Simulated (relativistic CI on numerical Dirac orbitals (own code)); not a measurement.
**Radial parameters of Ni⁷⁺**

Computed by Dirac-Coulomb-Breit CI, KLI orbitals optimised for each configuration, model QED (radiative potential, 1s self-energy scaled to tabulated hydrogen-like ionisation energies), unscaled Slater integrals (own radial code, finite nucleus).

Slater integrals F^k, G^k are unscaled and averaged over j, outside the closed core [Ne]; ζ comes from projecting the Hamiltonian with its Breit term on Σ l·s of the shell.

- 3s2 3p6 3d3: F^2(3d,3d) = 135380, F^4(3d,3d) = 85926, ζ(3d) = 1050.7 cm⁻¹; <r>(3d) = 0.7239, <r^2>(3d) = 0.6274 (bohr units).
- 3s2 3p5 3d4: ζ(3p) = 13416, F^2(3d,3d) = 135130, F^4(3d,3d) = 85762, F^2(3p,3d) = 134110, G^1(3p,3d) = 161200, G^3(3p,3d) = 101130, ζ(3d) = 1020.8 cm⁻¹; <r>(3p) = 0.7165, <r^2>(3p) = 0.5958, <r>(3d) = 0.7251, <r^2>(3d) = 0.6296 (bohr units).
- 3s2 3p6 3d2 4s: F^2(3d,3d) = 140070, F^4(3d,3d) = 89069, ζ(3d) = 1128.4, G^2(3d,4s) = 15255 cm⁻¹; <r>(3d) = 0.7031, <r^2>(3d) = 0.5906, <r>(4s) = 1.61, <r^2>(4s) = 2.906 (bohr units).

Task: Give the Racah parameters of the d shell in 3s2 3p6 3d3.

Result: B = F²/49 − 5F⁴/441 = 1789 cm⁻¹ and C = 35F⁴/441 = 6820 cm⁻¹.

In this model ζ of a weakly bound d, f or g electron outside closed shells comes out too small, for d by up to a factor of two or three and at times with the wrong sign; that of an outer p electron is too small as well.

Averages of the first 10 configurations, taken without configuration mixing, which lowers the lowest level and can move excited configurations by several eV; other configurations of the list can lie among them:

```tsv
Configuration	Parity	States	Average energy above the lowest level (eV)
3s2 3p6 3d3	even	120	4.7
3s2 3p5 3d4	odd	1260	73.4
3s2 3p6 3d2 4s	even	90	60.9
3s 3p6 3d4	even	420	121.7
3s2 3p6 3d2 4p	odd	270	73.7
3s2 3p6 3d2 4d	even	450	93.0
3s2 3p6 3d 4s 4p	odd	120	138.0
3s2 3p6 3d2 4f	odd	630	108.1
3s2 3p6 3d2 5s	even	90	107.7
3s2 3p6 3d2 5p	odd	270	113.1
```
